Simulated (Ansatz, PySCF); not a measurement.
This Ansatz (a program for electronic structure) input computes a B3LYP/def2-TZVPD energy:

Ansatz 0.2 input:
```yaml
crystal:
  periodic: [false, false, false]
  atoms:
    - {symbol: Al, position_ang: [0.17390465, 0.26316123, -0.79189867]}
    - {symbol: O, position_ang: [-0.41373852, 1.78565541, -0.95206785]}
    - {symbol: Cl, position_ang: [0.06171458, -1.04154937, 1.05360150]}
basis:
  gaussian:
    orbitals: def2-TZVPD
hamiltonian:
  xc: {name: B3LYP}
total_charge: -1
magnetization: {spin_polarized: true, initial_magnetization: 1}
output: {forces: true}
```

### Question
Write an input for the same energy in PySCF and say what it gives.

### Answer

```python
from pyscf import gto, scf, dft

mol = gto.M(
    atom='''
    Al    0.17390465    0.26316123   -0.79189867
    O    -0.41373852    1.78565541   -0.95206785
    Cl    0.06171458   -1.04154937    1.05360150
    ''',
    basis='def2-tzvpd',
    charge=-1,
    spin=1,
    verbose=4,
)

mf = dft.UKS(mol, xc='b3lyp').density_fit(auxbasis='def2-universal-jkfit')
mf.grids.level = 3
mf.conv_tol = 1e-9
mf.max_cycle = 100
mf.max_memory = 1500
mf.kernel()
if not mf.converged:
    mf = mf.newton()
    mf.kernel(mf.make_rdm1())
for _ in range(2):
    mo, _, stable, _ = mf.stability(return_status=True)
    if stable:
        break
    mf.kernel(mf.make_rdm1(mo, mf.mo_occ))
mf.analyze()
```
It gives -778.06376 Eh, and Ansatz -778.06374 Eh, a difference of 0.02 mEh, from the treatment of integrals and grids.
